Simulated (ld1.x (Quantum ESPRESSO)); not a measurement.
## Configuration tests for vanadium (TM)

vanadium, norm-conserving Troullier–Martins (Kleinman–Bylander form), made with ld1.x (Quantum ESPRESSO) 7.5 (PBE, scalar-relativistic). Core [Ar], reference 3d3 4s1 4p0 (charge +1). Waves: 4p (bound, empty): rc 3.15 bohr; 3d (bound): rc 1.50 bohr; 4s (bound): rc 2.50 bohr. Local part: the s channel. Core correction: none.

Energies are relative to the spin-unpolarised reference configuration 3d3 4s1 4p0; without spin polarisation the order of configurations can differ from experiment.

(1) Give the all-electron excitation energy and the error of the potential for: 3d3 4s2 4p0; 3d3 4s0 4p0; 3d2 4s0 4p0; 3d4 4s1 4p0; 3d3 4s0 4p1; 3d3 4s1.5 4p0; 3d1 4s0 4p0.

Levels in the configuration 3d3 4s0 4p0:

```tsv
level	all-electron (eV)	pseudo (eV)
3d	-21.317	-21.161
```

Answers

(1)

| valence configuration | charge | ΔE all-electron (eV) | error AE − PS (meV) |
| --- | --- | --- | --- |
| 3d3 4s2 4p0 | 0 | -7.735 | +21 |
| 3d3 4s0 4p0 | +2 | 14.296 | +113 |
| 3d2 4s0 4p0 | +3 | 43.194 | -12 |
| 3d4 4s1 4p0 | 0 | -7.149 | -139 |
| 3d3 4s0 4p1 | +1 | 4.105 | +14 |
| 3d3 4s1.5 4p0 | +0.5 | -4.643 | +8.2 |
| 3d1 4s0 4p0 | +4 | 89.067 | -334 |
